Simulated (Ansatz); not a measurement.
The cluster MgSe₂⁻, relaxed as a quartet with UKS PBE0-D4/def2-TZVPD in Ansatz, starting from the PBE0-D4/def2-TZVPD geometry of the charge -1 doublet. Force threshold 0.02 eV/Å.

The relaxation made no stability test and no search for a lower SCF solution. At PBE0-D4/def2-TZVPD a doublet of charge -1 lies 1.87 eV below the quartet, each at its own geometry. The structure comes from a short search, and lower isomers may exist.

Start:

```
atom    x (Å)    y (Å)    z (Å)
 Mg1   0.0013   0.0021   0.0018
 Se2  -0.8518   1.6643  -1.4735
 Se3   0.8504  -1.6664   1.4717
```

Task: Estimate the energy that the relaxation releases and the steps that it takes.

Result: 81.7 kJ/mol, in 10 steps; 70 s on 4 threads of Arm Neoverse V1 on a shared host. No frequencies were taken in this run, so the end may be a saddle point.

Task: Does the start keep its bonding and symmetry?

Result: By distances, no bond broke or formed. The bond that changes most is Mg1–Se3, from 2.38 to 2.57 Å (atoms count from 1). Point group D∞h at the start, C2v at the end, both within 0.05 Å.

Task: Predict the relaxed structure.

Result: 
Cartesian coordinates in Å:
```
Mg 0.406 0.693 0.549
Se -0.961 1.136 -1.585
Se 0.554 -1.829 1.036
```
Bond lengths: 2 × Mg–Se 2.57 Å.
